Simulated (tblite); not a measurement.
Computed with GFN2-xTB (tblite): harmonic, unscaled wavenumbers at the GFN2-xTB geometry, gas phase. The method is semi-empirical: single wavenumbers can be off by several per cent or more. Modes of hydrogen on silicon can be 10 to 20 % off. One conformer each. Thermal functions are those of the rigid rotor and harmonic oscillator, without mixing of conformers.

**Question.** Order these by their ideal-gas entropy at 500 K and 1 bar, highest first (cal/(mol K)).
A. `C=CC(C=C)=NN=C`
B. `[C@@H]1(OC)C=NN(C1)[SiH3]`
C. `F/C=C\C[SiH2]F`
D. `CSCS[SiH2]SC`
E. `Clc1cpccn1`
F. `FC(F)[Si@@H]1C[SiH2][C@H](F)C1`

**Answer.** D (138.9), F (134.7), B (120.6), A (115.0), C (106.6), E (95.5).

```tsv
SMILES	atoms	mass (u)	symmetry number	modes under 300 cm⁻¹	ZPE (kcal/mol)	S translation (cal/(mol K))	S rotation	S vibration	S	Cp
CSCS[SiH2]SC	17	169.97	1	10	76.5	43.9	31.9	63.2	138.9	56.5
FC(F)[Si@@H]1C[SiH2][C@H](F)C1	18	170.02	1	8	75.0	43.9	31.7	59.1	134.7	62.2
CO[C@@H]1C=NN([SiH3])C1	18	130.06	1	7	85.2	43.1	30.5	47.0	120.6	55.1
C=CC(C=C)=NN=C	16	108.07	1	6	77.7	42.5	30.2	42.2	115.0	49.1
F/C=C\C[SiH2]F	12	108.02	1	5	50.4	42.5	29.4	34.7	106.6	39.9
Clc1cpccn1	10	130.97	1	3	37.8	43.1	30.0	22.4	95.5	34.5
```

Entropies and Cp are for 500 K and 1 bar.
